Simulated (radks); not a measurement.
The numbers below are computed, except where a source is named.
Problem. The mean radii <r> (bohr) of the occupied orbitals of an atom or ion are listed with their occupations. Level of theory: non-relativistic Kohn-Sham, PBE, spin-polarised, spherical densities, point nucleus (a radial shooting solver on a logarithmic mesh with Libxc functionals).

| orbital | occ. | <r> |
|---|---|---|
| 1s up | 1 | 0.02982 |
| 1s down | 1 | 0.02982 |
| 2s up | 1 | 0.1286 |
| 2s down | 1 | 0.1286 |
| 2p up | 3 | 0.1097 |
| 2p down | 3 | 0.1096 |
| 3s up | 1 | 0.3429 |
| 3s down | 1 | 0.3426 |
| 3p up | 3 | 0.3334 |
| 3p down | 3 | 0.3331 |
| 3d up | 5 | 0.3037 |
| 3d down | 5 | 0.3034 |
| 4s up | 1 | 0.7726 |
| 4p up | 3 | 0.7957 |
| 4p down | 3 | 0.7977 |
| 4d up | 4 | 0.8467 |

Name the element and its charge. Open shells, if any, are filled with parallel spins first.

Solution. Z = 51, antimony, charge +12: Sb12+ in [Ar] 3d10 4s1 4p6 4d4. The 1s radius gives Z: for a bare nucleus <r> = 1.5/Z, 0.02941 bohr for Z = 51, and screening makes it slightly larger (0.02982 here). The occupations add up to 39, and the charge is Z minus that.
